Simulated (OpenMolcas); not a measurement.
Hf: effect of the basis set

```
Program             : OpenMolcas 26.06
Method              : SS-CASPT2, IPEA 0.25 Eh, imaginary shift 0.1 Eh (closed shells correlated: 5s 5p 6s)
Active space        : 2 electrons in 5 orbitals (5d)
State averaging     : 2S+1 = 3 even, 10 roots; 2S+1 = 1 even, 15 roots
Spin-orbit coupling : RASSI with atomic mean-field integrals over the reference wave functions, term energies averaged over their components
```

A. ANO-R1 [7s5p4d2f], X2C, finite nucleus; CASPT2 step about 1.8 core-seconds
B. ANO-RCC-VDZP [7s6p4d2f1g], DKH2, point nucleus; CASPT2 step roughly 4 core-seconds
C. ANO-R2 [8s6p5d3f1g], X2C, finite nucleus; CASPT2 step of the order of 10 core-seconds
D. ANO-RCC-VTZP [8s7p5d3f2g1h], DKH2, point nucleus; CASPT2 step about 9 core-seconds
E. ANO-R3 [9s7p7d4f3g1h], X2C, finite nucleus; CASPT2 step roughly 23 core-seconds
F. ANO-RCC-VQZP [9s8p6d4f3g2h], DKH2, point nucleus; CASPT2 step of the order of 29 core-seconds

Energies in cm-1 above 5d2 6s2 3F2, the measured ground level; measured values from NIST Handbook of Basic Atomic Spectroscopic Data.

```json
{"Level": "5d2 6s2 3F2", "A": "0.0", "B": "0.0", "C": "0.0", "D": "0.0", "E": "0.0", "F": "0.0", "Measured": "0.0"}
{"Level": "5d2 6s2 3F3", "A": "2750", "B": "2750", "C": "2850", "D": "2760", "E": "2820", "F": "2820", "Measured": "2357"}
{"Level": "5d2 6s2 3F4", "A": "5310", "B": "5320", "C": "5400", "D": "5280", "E": "5320", "F": "5320", "Measured": "4568"}
{"Level": "5d2 6s2 1D2 [69 %]", "A": "7090", "B": "6990", "C": "6680", "D": "6790", "E": "6580", "F": "6540", "Measured": "5639"}
{"Level": "5d2 6s2 3P0", "A": "7870", "B": "7540", "C": "7530", "D": "7680", "E": "7710", "F": "7680", "Measured": "5522"}
{"Level": "5d2 6s2 3P1", "A": "9380", "B": "9040", "C": "9170", "D": "9290", "E": "9370", "F": "9330", "Measured": "6573"}
{"Level": "5d2 6s2 3P2", "A": "11800", "B": "11520", "C": "11560", "D": "11630", "E": "11660", "F": "11620", "Measured": "8984"}
{"Level": "5d2 6s2 1G4", "A": "13010", "B": "13490", "C": "12060", "D": "12540", "E": "11890", "F": "11830", "Measured": "10533"}
{"Level": "5d2 6s2 1S0", "A": "22680", "B": "22700", "C": "20910", "D": "21020", "E": "20590", "F": "20550", "Measured": "20328"}
```

Deviations, from unrounded energies. A percentage is the sum of absolute deviations over the sum of measured energies, with the sign that they share, or ± where signs differ.

```tsv
Against measurement	Levels	A	B	C	D	E	F
mean absolute deviation (cm-1)	8	1900	1900	1500	1600	1400	1400
fine structure of the ground term (%)	2	+16.4	+16.6	+19.0	+16.2	+17.5	+17.6
other terms of the ground configuration (%)	6	+24.8	+23.8	+17.9	+19.8	+17.8	+17.3
```

C, E, F lie about equally close to measurement and A furthest from it. The largest miss of F in the table is 5d2 6s2 3P1, by +2800 cm-1. The ranking rests on the paired levels alone, and a cruder setting can come out closer through cancelling errors.

The two smallest mean deviations differ by little beside CASPT2's spread within terms, so their order carries little weight.

Among A to F the level of the table that moves most is 5d2 6s2 1S0, by 2200 cm-1 (lowest in F, highest in B). Moves below CASPT2's spread within the term are not significant.

Term energies are means over components that CASPT2 splits; among the terms shown or strongly mixed into the levels shown the widest spread is 870 cm-1 (5d2 6s2 1G, F). Over all roots computed the reference weight is 0.87 to 0.94 in A, 0.86 to 0.93 in B, 0.85 to 0.91 in C, 0.85 to 0.91 in D, 0.84 to 0.90 in E, 0.85 to 0.91 in F; the roots of lowest weight are the least certain, and an intruder state may touch them. Some levels mix across a computed gap that differs much from the measured one, so their mixing is not that of the real levels. With the s shell closed, the reference lacks s² → p², s² → d² and s → d mixing, so excited terms can stand far too high and out of order, with CASPT2 too. Some terms miss by over 15 % even with CASPT2, which points to a basis or an active space too small for the shells correlated. Computed and measured levels are paired by configuration, term and J; levels that our copy of the source lacks, or whose pairing is in doubt (as where it misses far off the trend of its configuration), stay unpaired and out of the deviations. Levels of configurations outside the active space are missing.

A share in square brackets marks a mixed level and gives the weight of the term that names it, the lowest over the columns.
